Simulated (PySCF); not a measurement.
**Excitation energy of Gd²⁺ by level of theory**

Gd²⁺ [Xe] 4f7 5d1 (9D) → Gd²⁺ [Xe] 4f6 5d2 (high-spin determinant), as a difference of total energies. Computed with PySCF 2.14 in cc-pVDZ-X2C (8s7p5d3f1g, 84 functions), with the spin-free X2C one-electron Hamiltonian (Gaussian nucleus). Correlated levels: valence: [Kr] 4d10 frozen. The calculations carry no spin-orbit coupling.

| method | excitation energy (eV) |
| --- | --- |
| UHF | 9.035 |
| MP2 (valence) | 10.400 |
| SCS-MP2 (valence) | 9.727 |
| CCSD (valence) | 10.073 |
| CCSD(T) (valence) | 10.109 |

How much does correlation contribute at CCSD(T) (valence)?

10.109 − (9.035) = 1.074 eV, measured against UHF.

A first-order spin-orbit estimate (lowest level to lowest level, LS coupling) adds -0.521 eV.

The determinant of the upper state mixes LS terms, which raises its energy above the lowest term, most at the Hartree-Fock and MP2 levels.
